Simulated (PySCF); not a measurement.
## Dipole response of Bi⁺ (bismuth, charge +1)

[Xe] 4f14 5d10 6s2 6p2, high-spin 3P determinant. All numbers are calculated (PySCF 2.14, the spin-free X2C one-electron Hamiltonian (Gaussian nucleus), in aug-cc-pwCVTZ-DK3 (11s10p8d5f1g, 125 functions)). Coupled (time-dependent) response in atomic units; α is the mean over directions.

```
method  mean α (bohr³)         α xx, yy, zz  C₆ (like pair)  S(−4)
  PBE0           27.35  23.44, 29.30, 29.30           254.0  194.9
```

S(−4) is the Cauchy moment in α(ω) = α(0) + S(−4) ω² + …

Spin-orbit coupling is absent.

α(iu) at PBE0:

```csv
u (hartree),α(iu) (bohr³)
0,27.35
0.0500,26.87
0.100,25.57
0.200,21.66
0.300,17.65
0.500,11.83
0.750,7.876
1.00,5.751
1.50,3.617
2.00,2.554
3.00,1.496
5.00,0.6937
```

A single London oscillator, α(iu) = α/(1 + u²/ω²), gives C₆ = (3/4) ω α². Matching the computed C₆ needs ω = 4 × 254.0 / (3 × 27.35²) = 0.453 hartree.

For an ion, C₆ is the dispersion term alone; charge-induced terms of lower order in 1/R come first.

The components differ because the open shell of this determinant is not spherical; for a pure term their mean is the scalar polarisability.

Spin-orbit coupling is strong in this species (close to jj coupling), so the high-spin LS determinant is a model state, not a physical level.
